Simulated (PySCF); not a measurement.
## Pt: ionisation energy

Pt [Xe] 4f14 5d9 6s1 (3D) → Pt⁺ [Xe] 4f14 5d9 (2D), as a difference of total energies. All numbers are calculated (PySCF 2.14, scalar relativity by spin-free X2C-1e, in ANO-RCC-VTZP). Correlated levels: valence: [Xe] 4f14 frozen; valence and next inner shell: [Kr] 4d10 4f14 frozen. The calculations carry no spin-orbit coupling.

| method | ionisation energy (eV) | plus first-order spin-orbit estimate | error of that sum (eV) |
| --- | --- | --- | --- |
| UHF | 7.586 | 7.568 | -1.391 |
| LDA | 9.807 | 9.789 | +0.830 |
| PBE | 9.423 | 9.405 | +0.446 |
| PBE0 | 9.108 | 9.090 | +0.131 |
| MP2 (valence) | 8.962 | 8.944 | -0.015 |
| SCS-MP2 (valence) | 8.749 | 8.731 | -0.228 |
| MP2 (valence and next inner shell) | 9.153 | 9.135 | +0.176 |
| SCS-MP2 (valence and next inner shell) | 8.892 | 8.875 | -0.084 |

Reference: 8.959 eV (measured; NIST Atomic Spectra Database, ionization energies).

A first-order spin-orbit estimate (lowest level to lowest level, LS coupling) adds -0.018 eV.

Errors of the correlated levels include the incompleteness of this basis and the frozen core.
